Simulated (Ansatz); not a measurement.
`O[CH2][Ga]([F])[Cl]` → `[CH2]O`• + `[F][Ga][Cl]`•  (homolysis of the C–Ga bond)

Program: Ansatz. Geometries: PBE0-D4/def2-TZVP. ΔE: electronic, gas phase. CCSD(T)/CBS is the MP2 limit (def2-TZVPP, def2-QZVPP) plus CCSD(T) − MP2 in def2-TZVPP, frozen cores. DFT in def2-TZVPP. No spin–orbit coupling; open shells (•) take unrestricted orbitals. For Ga outer-core shells are correlated without core-valence functions, which leaves a few kJ/mol of doubt a bond. Scalar relativity is left out up to krypton. One conformer a species, not always the lowest.

```tsv
species	revPBE-D4 energy (Eh)
`O[CH2][Ga]([F])[Cl]`	-2599.95168
`[CH2]O`•	-115.08302
`[F][Ga][Cl]`•	-2484.76995
```

Problem. Work out ΔE.

Solution. ΔE = (-115.08302) + (-2484.76995) − (-2599.95168) = 0.09871 Eh = +259.2 kJ/mol. CCSD(T)/CBS gives +296.6 kJ/mol.

Largest T1 diagnostic among the species: 0.016.

From BLYP to BHLYP (50 % exact exchange), in def2-TZVPP and without D4, ΔE moves by +13.0 kJ/mol. In def2-TZVPP, CCSD(T) changes the Hartree–Fock value by +107.3 kJ/mol (the triples alone add +7.5 kJ/mol) and MP2 by +119.5 kJ/mol; breaking electron pairs costs correlation energy, which Hartree–Fock lacks.
